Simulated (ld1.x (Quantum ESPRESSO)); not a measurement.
Transferability test, RRKJ potential for O (Z = 8)

ld1.x (Quantum ESPRESSO) 7.5 input, shortened:

```
&input
   title='O', zed=8., rel=1, dft='PZ', iswitch=3,
   config='[He] 2s2 2p4 3d-2'
 /
 &inputp
   pseudotype=2, tm=.false., lloc=0,
   nlcc=.true., new_core_ps=.true.
 /
3
2P  2  1   4.00   0.00  0.95  0.95  0.0
3D  3  2  -2.00   0.20  0.90  0.90  0.0
2S  1  0   2.00   0.00  0.60  0.60  0.0
 &test
   configts(1)='2s2 2p4'
 /
```

Energies are relative to the spin-unpolarised reference configuration 2s2 2p4; without spin polarisation the order of configurations can differ from experiment. Spin-polarised rows fill each open shell by Hund’s rule, majority spin first.

| valence configuration | charge | ΔE all-electron (eV) | error AE − PS (meV) |
| --- | --- | --- | --- |
| 2s2 2p3 | +1 | 16.584 | +1.0 |
| 2s2 2p2 | +2 | 50.292 | +21 |
| 2s2 2p1 | +3 | 104.255 | +117 |
| 2s1 2p5 | 0 | 14.584 | +12 |
| 2s0 2p6 | 0 | 29.228 | +47 |
| 2s1 2p4 | +1 | 31.422 | +5.9 |
| 2s2 2p4 (spin-polarised) | 0 | -1.409 | +19 |
| 2s2 2p3 (spin-polarised) | +1 | 12.572 | +59 |

Q: What are ΔE and the potential's error for 2s2 2p3.5?

A: ΔE = 6.366 eV all-electron; the error (AE − PS) is -0.2 meV.

Levels in the configuration 2s2 2p4 (spin-polarised):

```csv
level,all-electron (eV),pseudo (eV)
2s up,-24.897,-24.932
2p up,-10.304,-10.319
2s down,-21.937,-21.890
2p down,-7.479,-7.456
```
